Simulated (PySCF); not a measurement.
Exercise with solution: oscillator strength and radiative lifetime

B(Cl)(OH)(SiH3) (BClH₄OSi), SMILES B(O)(Cl)[SiH3].

The structure is a stationary point at B3LYP-D3(BJ)/def2-SVP. One conformer was computed; it need not be the lowest.

TDA-B3LYP/def2-SVPD (PySCF) puts the first singlet state with f over 0.02 at 7.08 eV (vertical), with the transition dipole (-0.188, -0.772, 0.000) in atomic units.

Task: Find the oscillator strength, the wavelength and the radiative lifetime that this transition would have in vacuum if emission retraced absorption.

Result: 
|μ|² = 0.6313 au, so |μ| = 2.02 D. ΔE = 7.08/27.211 = 0.2602 hartree. f = (2/3) ΔE |μ|² = 0.110 (the program prints 0.110).
λ = 1239.84/7.08 = 175 nm; ν = 57104 cm⁻¹.
Einstein's coefficient A = 0.6670 ν² f s⁻¹ (ν in cm⁻¹) = 2.4e8 s⁻¹, so τ = 1/A = 4.2 ns. This state is S3; the lower singlets have f = 0.011, 0.008. The figure is the radiative limit of this one transition; relaxation, internal conversion, crossing to triplets and a medium change what is measured.
